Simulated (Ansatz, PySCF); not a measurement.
Species: sum formula HSiO, charge 0, multiplicity 2. It need not be the lowest isomer of its formula. 
Structure (B3LYP-D3(BJ)/def2-TZVP (Ansatz, a program for electronic structure) minimum search):
SMILES: O=[SiH]
```xyz
3

Si    -0.0147    -0.5041    -0.0112
O     -0.1485     1.0191     0.0164
H      1.3936    -1.0954     0.0249
```
Charge 0, spin multiplicity 2.

Total electronic energies in hartree. Cores are frozen in the correlated levels unless marked. UHF or UKS for open shells. Spin-orbit coupling is left out. No relativistic terms. Basis-set limits of correlation are two-point, X^-3; Hartree-Fock from the larger set.

```
level                                         program  energy (Eh)
--------------------------------------------  -------  -----------
RI-HF/def2-TZVPPD                              Ansatz   -364.37240
TPSS/def2-TZVPD                                 PySCF   -365.34611
wB97X-V/def2-TZVPD                             Ansatz   -365.23082
MP2/def2-TZVPP                                 Ansatz   -364.70995
CCSD/6-31G                                     Ansatz   -364.40751
CCSD/aug-cc-pV(T+d)Z                           Ansatz   -364.72795
CCSD/cc-pwCVTZ                                 Ansatz   -364.72588
CCSD(T)/6-31G*                                 Ansatz   -364.58061
CCSD(T)/CBS(aug-cc-pV(T+d)Z,aug-cc-pV(Q+d)Z)   Ansatz    -364.7886
```

Totals of different functionals don't rank their quality; only differences between species are comparable.
